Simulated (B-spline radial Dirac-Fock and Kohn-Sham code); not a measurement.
## Auger decay of the K hole in Pm³⁺

System: Pm³⁺, configuration [Xe] 4f4, inside a Watson sphere of charge -3 and radius 2.7 Å (a model of the Madelung potential; inside it an electron's potential energy is raised by 16.0 eV).

The run's input, task.json:

```json
{"items": [{
  "Z": 61,
  "q": 3,
  "cfg": [[1, 0, 2], [2, 0, 2], [2, 1, 6], [3, 0, 2], [3, 1, 6], [3, 2, 10], [4, 0, 2], [4, 1, 6], [4, 2, 10], [4, 3, 4], [5, 0, 2], [5, 1, 6]],
  "A": 145,
  "rrms": 4.962,
  "watson": [-3, 2.7],
  "do": ["binding", "quiet", "decay"],
  "holes": ["K", "L1", "L2", "L3", "M1", "M2", "M3", "M4", "M5", "N1", "N2", "N3", "N4", "N5"]
}]}
```

Run with: `python xray_run.py task.json out`

Level of theory: independent-particle rates on relativistic LDA orbitals of the hole state (multipoles up to L = 3, Coulomb Auger matrix elements, transition energies from Dirac-Fock); a radial finite-basis atomic code. Kinetic energies are configuration averages from the vacuum level; the two-hole energies are estimated from single-hole states. The rates lack the Breit term, which in heavy atoms raises K-L1L1 and K-L1L2.

```tsv
transition	kinetic energy (eV)	width (meV)	share (%)
K-L1L1	30123.0	91.3	6.8
K-L1L2	30551.1	120	8.9
K-L1L3	31111.8	143	10.6
K-L2L3	31495.9	343	25.5
K-L3L3	32054.3	158	11.7
K-L1M1	36006.2	33.9	2.5
K-L1M3	36295.0	29.4	2.2
K-L2M3	36711.6	59.3	4.4
K-L3M2	37149.0	56.4	4.2
K-L3M3	37268.4	55.4	4.1
```

The listed channels hold 81 % of the non-radiative rate. Summed by principal shells, of 1.35 eV in all: KLL 64.7 %, KLM 25.2 %, KLN 5.6 %, KMM 2.3 %, KMN 1.0 %, KLO 0.8 %.

Values without a named source are computed, but for edge energies of neutral atoms, which are taken from tables.
